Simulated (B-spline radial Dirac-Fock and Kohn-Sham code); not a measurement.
## Elastic scattering of 3 keV electrons by the Ta atom

Calculated with a radial B-spline solver, using relativistic (Dirac) partial waves in the static field of the Dirac-Fock atom with Furness-McCarthy exchange, without polarisation or absorption potentials.

Input file task.json (cfg lists n, l and occupation; rrms is the nuclear radius in fm):

```json
{"items": [{
  "Z": 73,
  "q": 0,
  "cfg": [[1, 0, 2], [2, 0, 2], [2, 1, 6], [3, 0, 2], [3, 1, 6], [3, 2, 10], [4, 0, 2], [4, 1, 6], [4, 2, 10], [4, 3, 14], [5, 0, 2], [5, 1, 6], [5, 2, 3], [6, 0, 2]],
  "A": 181,
  "rrms": 5.3507,
  "do": "elastic",
  "energies": [[3000, 0]],
  "theta": [0, 1, 2, 3, 5, 7, 10, 15, 20, 25, 30, 40, 50, 60, 70, 80, 90, 100, 110, 120, 130, 140, 150, 160, 170, 180]
}]}
```

Command: `python xray2_run.py task.json out`

```
θ (°)  dσ/dΩ (a₀²/sr)  Sherman function
    0             279             0.000
    1             249             0.000
    2             183             0.000
    3             120             0.000
    5            47.7             0.000
    7            21.5             0.000
   10            8.15            -0.001
   15            2.50            -0.003
   20            1.11            -0.003
   25           0.599             0.002
   30           0.371             0.013
   40           0.181             0.029
   50           0.102             0.000
   60          0.0668            -0.066
   70          0.0520            -0.087
   80          0.0458            -0.021
   90          0.0401             0.083
  100          0.0308             0.179
  110          0.0196             0.223
  120          0.0136             0.036
  130          0.0219            -0.200
  140          0.0501            -0.166
  150          0.0953            -0.104
  160           0.146            -0.060
  170           0.186            -0.027
  180           0.201             0.000
```

Task: What integrated cross sections go with this distribution?

Result: The total elastic cross section is 5.95 a₀², the first transport cross section 0.750 a₀² and the second, weighted with (3/2) sin²θ, 0.821 a₀². The mean deflection is ⟨1 − cos θ⟩ = 0.126, and 4.8 % of the collisions scatter beyond 90°.

On this grid of angles the cross section has a minimum near 120°.

Phase shifts modulo π (rad) for κ = −1 to −5: -1.161, 0.128, -1.476, 0.333, -0.632.
